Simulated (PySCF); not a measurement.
**Ionisation energy of Fe by level of theory**

Fe [Ar] 3d6 4s2 (5D) → Fe⁺ [Ar] 3d6 4s1 (6D), as a difference of total energies. Computed with PySCF 2.14 in aug-cc-pVTZ-DK, with the spin-free X2C one-electron Hamiltonian (Gaussian nucleus). Correlated levels: valence: [Ar] frozen. The calculations carry no spin-orbit coupling.

| method | ionisation energy (eV) |
| --- | --- |
| UHF | 6.432 |
| MP2 (valence) | 7.539 |
| SCS-MP2 (valence) | 7.727 |
| CCSD (valence) | 7.710 |
| CCSD(T) (valence) | 7.815 |

Errors of the correlated levels include the incompleteness of this basis and the frozen core.

Q: Which method comes closest to the reference value, and which is furthest?

A: The reference is 7.904 eV (measured; NIST levels, between the centres of gravity of the two terms). Closest: CCSD(T) (valence) (error -0.089 eV); furthest: UHF (error -1.472 eV).
